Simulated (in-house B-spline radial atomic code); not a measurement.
The barium ion Ba⁺: [Kr] 4d10 5s2 (5p1/2)2 (5p3/2)3 6s2 (with a hole in an inner shell)

All numbers are computed (Dirac-Hartree-Fock, average of the jj configuration; Fermi nucleus of rms radius 4.8378 fm) with a B-spline radial code for spherical atoms, not measured.

Z_r = [3n² - l(l+1)]/(2<r>); Z_e = n√(-2ε); the last column is Slater's effective charge. Values are occupation-weighted means over j. An effective charge above Z reflects the relativistic contraction of the inner shells.

```csv
shell,electrons,ε (eV),<r> (bohr),Z_r,Z_e,Slater
1s,2,-37667,0.02557,58.65,52.62,55.70
2s,2,-6067.6,0.1092,54.96,42.24,51.85
2p,6,-5445.2,0.096,52.08,40.01,51.85
3s,2,-1334.8,0.2903,46.51,29.71,44.75
3p,6,-1129.2,0.2884,43.34,27.33,44.75
3d,10,-825.77,0.2658,39.51,23.37,34.85
4s,2,-289.87,0.6733,35.64,18.46,28.25
4p,6,-220.44,0.7148,32.18,16.10,28.25
4d,10,-115.53,0.7997,26.26,11.66,16.85
5s,2,-52.565,1.626,23.07,9.83,10.60
5p,5,-33.933,1.864,19.58,7.90,10.60
6s,2,-10.329,4.225,12.78,5.23,3.70
```

The least bound orbital is 6s1/2 at -10.33 eV, and it is also the most diffuse (<r> = 4.225 bohr). The part-filled 5p shell lies below the filled 6s shell in orbital energy.

For the 1s electron the small component carries 4.28 % of the norm, the zero-frequency Breit interaction raises the level by 97.77 eV, self-energy by 56.65 eV, and vacuum polarisation lowers it by 8.185 eV.
